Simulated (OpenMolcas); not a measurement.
**Lines of Sb+: computed and rescaled rates**

| Quantity | Value |
| --- | --- |
| Program | OpenMolcas |
| Method | SS-CASPT2, IPEA 0.25 Eh, imaginary shift 0.1 Eh (closed shells correlated: 4d) |
| Basis | ANO-RCC-VTZP [7s6p4d2f1g] |
| Scalar Hamiltonian | DKH2, point nucleus |
| Active space | 4 electrons in 4 orbitals (5s 5p) |
| State averaging | 2S+1 = 3 even, 3 roots; 2S+1 = 1 even, 6 roots; 2S+1 = 5 odd, 1 root; 2S+1 = 3 odd, 9 roots; 2S+1 = 1 odd, 8 roots |
| Spin-orbit coupling | state interaction with AMFI integrals over the reference wave functions, term energies averaged over their components |

Rates come from the transition moments of the reference wave functions (E1 and E2 in the length form). At fixed line strength A goes as λ^-3 for E1 and M1 and as λ^-5 for E2, so a rate at the computed wavelength can be rescaled to the measured one. Measured vacuum wavelengths follow from level energies in NIST Handbook of Basic Atomic Spectroscopic Data. Branching counts decays inside the model space alone, at computed energies, and the table is only a selection of the E2 and M1 lines, drawn from those between levels with measured partners whose computed energy lies within a factor of 1.5 of the measured one.

```tsv
Upper	Lower	Type	λ computed (nm)	λ measured (nm)	A computed (s-1)	A rescaled (s-1)	Branching %
5s2 5p2 1S0	5s2 5p2 3P1	M1	466.5	479.6	2.13e+01		81.4
5s2 5p2 1S0	5s2 5p2 1D2	E2	831.5	899.6	2.83e+00	1.91e+00	10.8
5s2 5p2 1S0	5s2 5p2 3P2	E2	525.6	548	2.03e+00		7.8
5s2 5p2 1D2	5s2 5p2 3P2	M1	1428	1402	1.52e+00		51.5
5s2 5p2 1D2	5s2 5p2 3P1	M1	1063	1027	1.40e+00		47.6
5s2 5p2 3P1	5s2 5p2 3P0	M1	3847	3274	3.05e-01	4.95e-01	100.0
5s2 5p2 3P2	5s2 5p2 3P1	M1	4150	3841	1.66e-01	2.09e-01	98.7
5s2 5p2 1D2	5s2 5p2 3P2	E2	1428	1402	1.69e-02		0.6
5s2 5p2 3P2	5s2 5p2 3P0	E2	1996	1767	2.03e-03	3.73e-03	1.2
```

Spin-changing lines and M1 lines between different terms are not rescaled, since their strength hangs on the term gaps too.

The largest correction is for 5s2 5p2 3P2 → 5s2 5p2 3P0 (E2): 2.03e-03 × (1996 / 1767)^5 = 3.73e-03 s-1, a factor of 1.84.

No measured rate stands beside these. Rescaling mends the energy factor alone: line strengths can still be far off where a level mixes with configurations outside the active space, and weak or spin-changing lines hang on small mixing coefficients that depend on the term gaps too, so rescaling need not improve them.

CASPT2 breaks the degeneracy within a term, and the mean is taken; among the terms shown or strongly mixed into the levels shown the widest spread is 25 cm-1 (5s2 5p2 1D). Over all roots computed the reference weight is 0.84 to 0.94; the roots of lowest weight are the least certain, and an intruder state may touch them. Computed and measured levels are paired by configuration, term and J; levels that our copy of the source lacks, or whose pairing is in doubt (as where it misses far off the trend of its configuration), stay unpaired. Levels of configurations outside the active space are missing.
